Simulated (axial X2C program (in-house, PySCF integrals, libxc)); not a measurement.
**Nuclear properties of OWO²⁺**

Calculated with an in-house all-electron X2C program for linear molecules (integrals from PySCF): two-component X2C with atomic mean-field Coulomb and Gaunt terms, Gaussian nuclei, basis O dyall-av3z, W dyall-v3z with contracted cores.

O–W–O held linear, with bonds 1.714 and 1.714 Å (near the PBE0 minimum at charge 2 of the determinant lowest at the starting distance; the state shown can have its own minimum elsewhere, held linear; other orders of the atoms were not compared).

Determinant lowest in the PBE0 search, Ω = 2 (⟨Sz⟩ = 0.00, ⟨Lz⟩ = 2.00 at PBE0), spin on the atoms O 0.34, W -0.67, O 0.34:

```
level  A∥/gI O (MHz)  qzz O (a.u.)  A∥/gI W (MHz)  qzz W (a.u.)
 PBE0           78.2          0.95           2110        -13.06
   HF            109          1.63           2420        -12.87
  LDA           70.7          0.77           1680        -14.21
```

Determinant 0.14 eV from it at PBE0 and this distance, Ω = 1 (⟨Sz⟩ = -0.99, ⟨Lz⟩ = 1.99 at PBE0), spin on the atoms O -0.26, W -0.46, O -0.26:

```
level  A∥/gI O (MHz)  qzz O (a.u.)  A∥/gI W (MHz)  qzz W (a.u.)
 PBE0           -154          0.88           1610        -12.98
   HF           -238          1.46            263        -11.66
  LDA           -132          0.76           1790        -14.23
```

A∥ (defined per Ω) follows by multiplying with gI = μI/(I μN); qzz is the electric field gradient, eQq0 = 234.96 MHz × Q/barn × qzz. The operators were transformed with the bare-nucleus X2C matrices; with these basis sets, hyperfine constants and field gradients can be off by tens of per cent, and where levels differ in sign neither size nor sign is settled.

Problem. With gI(17O) = -0.7575, gI(183W) = 0.2356 (g factors from the IAEA table of nuclear moments by Stone), turn the PBE0 values of the first state into constants in MHz.

Solution. A∥(17O) = 78.2 × -0.7575 = -59.2 MHz; A∥(183W) = 2110 × 0.2356 = 497 MHz.

The molecule was held linear; bending was not examined, so a bent shape may lie lower.

Each state is one determinant with collinear spin, which with several unpaired electrons need not be a pure state. Unrestricted Hartree–Fock can overshoot spin polarisation at the nuclei. With several open shells hyperfine constants can be off by a factor of several. In the state Ω = 2 the atomic spins oppose each other (0.34, -0.67, 0.34): a broken-symmetry determinant whose values are not spin-projected. Open-shell Ω = 0 determinants with evenly filled partner blocks cannot be reached by this program, so the Ω shown need not be the lowest component. States lie within half an eV, so the first need not be the ground state. Where a field gradient or hyperfine factor spreads by more than a factor of two over the levels, a constant derived from it is not to be relied on. PBE0 term energies can be off by some tenths of an eV.
